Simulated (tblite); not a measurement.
Compound: C5H9O2 (doublet state).
Geometry (GFN2-xTB, Å), atoms numbered from 1 in this order:
```
atom  x, y, z in Å
C1    -2.8003    1.2230    0.4245
O2    -2.0539    1.0658   -0.7005
C3    -1.3336   -0.1404   -0.8016
C4    -0.1350   -0.1520    0.1033
C5     1.0830   -0.5047   -0.2689
C6     2.2775   -0.5336    0.6384
O7     3.3748    0.1862    0.1243
H8    -3.1794    0.3494    0.9289
H9    -3.3264    2.1555    0.4633
H10   -1.9908   -0.9887   -0.5462
H11   -1.0309   -0.2275   -1.8483
H12   -0.3368    0.1657    1.1175
H13    1.2737   -0.8090   -1.2919
H14    2.5668   -1.5843    0.8156
H15    2.0440   -0.0728    1.6000
H16    3.5595   -0.1236   -0.7697
```

Computed values, GFN2-xTB/tblite, gas phase, harmonic and unscaled. The method is semi-empirical: single wavenumbers can be off by several per cent or more. One conformer, not necessarily the lowest. Open shells enter through the occupations alone, without spin polarisation, and single modes of such species can be off by tens of per cent.

Harmonic wavenumbers (cm⁻¹): 36.2, 80.0, 93.1, 142.5, 197.5, 270.2, 323.3, 353.4, 427.7, 480.4, 486.6, 522.8, 747.4, 929.3, 946.5, 962.6, 1013.6, 1028.0, 1066.1, 1096.3, 1110.1, 1152.6, 1207.0, 1252.6, 1262.4, 1274.7, 1298.5, 1319.8, 1345.1, 1377.1, 1440.2, 1459.9, 1727.6, 2821.2, 2831.1, 2971.3, 2991.8, 3037.5, 3068.4, 3071.6, 3173.0, 3540.3.

A = 8405, B = 933.8, C = 914.3 MHz; mass 101.060 u (most abundant isotopes); point group C1, symmetry number 1; spin multiplicity 2.

Task: What is the zero-point energy?

Result: ½Σν̃ = 27969 cm⁻¹ = 334.58 kJ/mol.

Task: Entropy at 500 K, 1 bar (ideal gas, RRHO, classical rotation)?

Result: Translation 177.17, rotation 124.42, vibration 178.54, spin (R ln 2) 5.76: S = 485.9 J/(mol K).

Task: And Cp and H(500 K) − H(0)?

Result: Cp = 199.95 J/(mol K), of which vibrations give 166.69 (their classical limit is 42 R = 349.2); H(500 K) − H(0) = 60.80 kJ/mol without the zero-point energy, 44.17 from vibrations.

Task: What must be added to the electronic energy to get the Gibbs energy at 500 K and 1 bar?

Result: ZPE + [H(500 K) − H(0)] − T·S = 334.58 + 60.80 − 242.94 = 152.44 kJ/mol.

Task: Blend soft modes into free rotors: weight 1/[1 + (100 cm⁻¹/ν̃)⁴] for the oscillator and the rest for a rotor with moment μB/(μ + B), μ = h/(8π²ν), B = 10⁻⁴⁴ kg m². What vibrational entropy results?

Result: 162.44 J/(mol K) in place of 178.54, which changes −T·S at 500 K by +8.05 kJ/mol.

Hindered rotation and anharmonicity are outside this model. Other conformers, if any are populated, would add a mixing term that is left out. The structure is chiral; the term R ln 2 for an equal mix with its mirror image is left out.

Time: 0.41 s. Hardware: one thread of an Arm Neoverse V1, shared host. This covers the Hessian and the dipole derivatives.
